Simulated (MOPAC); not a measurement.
MOPAC input (AM1):

```
AM1 1SCF CHARGE=-1 GEO-OK AUX(PRECISION=9) THREADS=1
C2ClF2

C     0.55798013 1   -0.80249177 1    0.02841444 1
C    -0.70200109 1   -0.40341838 1    0.06593373 1
F    -1.74277738 1   -1.28535688 1    0.18411089 1
F    -1.29708299 1    0.83279059 1    0.00825950 1
Cl    1.66016877 1    0.66520926 1   -0.13514250 1
```

Output:

```
 *******************************************************************************
 **                                                                           **
 **                              MOPAC v23.2.5                                **
 **                                                                           **
 *******************************************************************************
 ** MOPAC's Digital Object Identifier: https://doi.org/10.5281/zenodo.6511958 **
 **                                                                           **
 ** Please cite the open-source release paper for use of this MOPAC version:  **
 ** J. E. Moussa and J. J. P. Stewart (2026)                                  **
 ** MOPAC: An open-source semiempirical molecular orbital program             **
 ** J. Open Source Softw., 11(119), 8025, https://doi.org/10.21105/joss.08025 **
 *******************************************************************************

                              AM1 CALCULATION RESULTS

 *******************************************************************************
 *  AM1        - The AM1 Hamiltonian to be used
 *  GEO-OK     - OVERRIDE INTERATOMIC DISTANCE AND OTHER SAFETY CHECKS
 *
 *
 *
 *                 CHARGE ON SYSTEM = -1
 *
 *
 *
 *  1SCF       - DO 1 SCF AND THEN STOP
 *  AUX        - OUTPUT AUXILIARY INFORMATION
 *******************************************************************************
AM1 1SCF CHARGE=-1 GEO-OK AUX(PRECISION=9) THREADS=1
 C2ClF2

   ATOM   CHEMICAL          X               Y               Z
  NUMBER   SYMBOL      (ANGSTROMS)     (ANGSTROMS)     (ANGSTROMS)

     1       C          0.55798013  *  -0.80249177  *   0.02841444  *
     2       C         -0.70200109  *  -0.40341838  *   0.06593373  *
     3       F         -1.74277738  *  -1.28535688  *   0.18411089  *
     4       F         -1.29708299  *   0.83279059  *   0.00825950  *
     5      Cl          1.66016877  *   0.66520926  *  -0.13514250  *

          CARTESIAN COORDINATES

    NO.       ATOM           X           Y           Z

     1         C          0.5580     -0.8025      0.0284
     2         C         -0.7020     -0.4034      0.0659
     3         F         -1.7428     -1.2854      0.1841
     4         F         -1.2971      0.8328      0.0083
     5        Cl          1.6602      0.6652     -0.1351

  C: (AM1): M.J.S. DEWAR ET AL, J. AM. CHEM. SOC. 107 3902-3909 (1985)
  F: (AM1): M.J.S. DEWAR AND E. G. ZOEBISCH, THEOCHEM, 180, 1 (1988).
 Cl: (AM1): M.J.S. DEWAR AND E. G. ZOEBISCH, THEOCHEM, 180, 1 (1988).

           Empirical Formula: C2 F2 Cl  =     5 atoms

      MOLECULAR POINT GROUP   :   Cs

      RHF CALCULATION, NO. OF DOUBLY OCCUPIED LEVELS = 15

 -------------------------------------------------------------------------------
 AM1 1SCF CHARGE=-1 GEO-OK AUX(PRECISION=9) THREADS=1
 C2ClF2

     1SCF WAS SPECIFIED, SO BFGS WAS NOT USED
     SCF FIELD WAS ACHIEVED

                              AM1 CALCULATION
                                                       MOPAC v23.2.5 Linux

          FINAL HEAT OF FORMATION =        -80.16882 KCAL/MOL =    -335.42635 KJ/MOL

          COSMO AREA              =        107.22 SQUARE ANGSTROMS
          COSMO VOLUME            =         92.01 CUBIC ANGSTROMS

          IONIZATION POTENTIAL    =          3.886177 EV
          HOMO LUMO ENERGIES (EV) =         -3.886  6.948
          NO. OF FILLED LEVELS    =         15
          MOLECULAR WEIGHT        =         97.4718         POINT GROUP:  Cs

          MOLECULAR DIMENSIONS (Angstroms)

            Atom       Atom       Distance
           Cl     5    F     3     3.93531
            F     4    C     1     2.34279
           Cl     5    C     2     0.00000

          SCF CALCULATIONS        =          1

   ATOM   CHEMICAL          X               Y               Z
  NUMBER   SYMBOL      (ANGSTROMS)     (ANGSTROMS)     (ANGSTROMS)

     1       C          0.55798013  *  -0.80249177  *   0.02841444  *
     2       C         -0.70200109  *  -0.40341838  *   0.06593373  *
     3       F         -1.74277738  *  -1.28535688  *   0.18411089  *
     4       F         -1.29708299  *   0.83279059  *   0.00825950  *
     5      Cl          1.66016877  *   0.66520926  *  -0.13514250  *

                             CARTESIAN COORDINATES

   1    C        0.557980130    -0.802491770     0.028414440
   2    C       -0.702001090    -0.403418380     0.065933730
   3    F       -1.742777380    -1.285356880     0.184110890
   4    F       -1.297082990     0.832790590     0.008259500
   5   Cl        1.660168770     0.665209260    -0.135142500

           Empirical Formula: C2 F2 Cl  =     5 atoms

      MOLECULAR POINT GROUP   :   Cs

                  EIGENVALUES
 -44.78420 -42.67077 -30.86368 -25.07052 -16.09338 -13.02303 -11.75978 -10.74278
  -9.50074  -8.87676  -8.32617  -7.15000  -6.88143  -3.98238  -3.88618   6.94791
   7.04912   8.73558  10.20478  11.21271

              NET ATOMIC CHARGES AND DIPOLE CONTRIBUTIONS

  ATOM NO.   TYPE          CHARGE      No. of ELECS.   s-Pop       p-Pop
    1          C          -0.193685        4.1937     1.68873     2.50496
    2          C          -0.100239        4.1002     1.22827     2.87197
    3          F          -0.181190        7.1812     1.91838     5.26282
    4          F          -0.196019        7.1960     1.92051     5.27551
    5         Cl          -0.328865        7.3289     1.98715     5.34171
 DIPOLE           X         Y         Z       TOTAL
 POINT-CHG.    -0.096     0.249    -0.013     0.268
 HYBRID        -1.189     1.560    -0.050     1.962
 SUM           -1.286     1.809    -0.063     2.220

          ATOMIC ORBITAL ELECTRON POPULATIONS

     Atom    s        px        py        pz
    1  C   1.68873   0.81098   0.92121   0.77277
    2  C   1.22827   0.86089   0.70390   1.30718
    3  F   1.91838   1.58868   1.70853   1.96560
    4  F   1.92051   1.84733   1.46047   1.96770
    5 Cl   1.98715   1.75922   1.61180   1.97069

 **********************
 *                    *
 * JOB ENDED NORMALLY *
 *                    *
 **********************

 == MOPAC DONE ==
```

The dipole moment of an ion depends on the origin.

The geometry given is a B3LYP-D3(BJ)/def2-TZVP minimum.
